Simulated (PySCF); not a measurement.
## Steps of a relaxation of Pb(CH3)H

Pb(CH3)H (singlet). PySCF 2.14.0, RKS BP86, Pb def2-SVP with ECP60, C def2-SVP, H def2-SVP; non-relativistic Hamiltonian with scalar-relativistic core potentials where named; density fitting; no spin-orbit coupling. Origin of the start: template. Columns: position (Å) and force (eV/Å). Energies are counted from the last step; some of the 10 steps are shown. Forces carry noise of the integration grid, about 0.01 to 0.03 eV/Å.

Run from Python with OMP_NUM_THREADS=2. Where DIIS fails, smearing, a level shift and second-order steps follow.
It took 12 s on 2 threads of Arm Neoverse V1, on a shared host, from the converged density of the start.

```xyz
6
step 0  E = 0.921 eV
Pb   -0.1439    0.0000   -0.0724    -0.65    0.00   -0.98
C     2.0673    0.0000    0.9172    -1.09    0.00    0.44
H     2.8187    0.0000    0.1275     0.14    0.00   -0.72
H     2.1890    0.8900    1.5346     0.14    0.49    0.49
H     2.1890   -0.8900    1.5346     0.14   -0.49    0.49
H    -2.1246    0.0000    0.8140     1.32    0.00    0.28
```

```xyz
6
step 3  E = 0.087 eV
Pb   -0.1310    0.0000   -0.3705     0.13    0.00    0.20
C     1.8667    0.0000    0.9336     0.19    0.00   -0.24
H     2.6521    0.0000    0.1365    -0.08    0.00    0.28
H     2.0238    0.9024    1.5749    -0.22   -0.14   -0.15
H     2.0238   -0.9024    1.5749    -0.22    0.14   -0.15
H    -1.4398    0.0000    1.0063     0.20    0.00    0.05
```

```xyz
6
step 6  E = 0.001 eV
Pb   -0.1045    0.0000   -0.4134    -0.08    0.00    0.02
C     1.8390    0.0000    0.8653     0.11    0.00    0.01
H     2.7398    0.0000    0.2170    -0.03    0.00    0.06
H     1.8493    0.8971    1.5225    -0.01   -0.03   -0.03
H     1.8493   -0.8971    1.5225    -0.01    0.03   -0.03
H    -1.1772    0.0000    1.1418     0.02    0.00   -0.03
```

Problem. Where does the relaxation end?

Solution. It converges at step 9 in Cs:
```xyz
6
step 9  E = 0
Pb   -0.1111    0.0000   -0.4130
C     1.8424    0.0000    0.8625
H     2.7477    0.0000    0.2241
H     1.8454    0.8960    1.5191
H     1.8454   -0.8960    1.5191
H    -1.1739    0.0000    1.1439
```

Problem. How did the contacts change?

Solution. 
```json
{"contact": "Pb1–C2 (CH3)", "start (Å)": "2.423", "end (Å)": "2.333"}
{"contact": "Pb1–H6 (H)", "start (Å)": "2.170", "end (Å)": "1.885"}
```
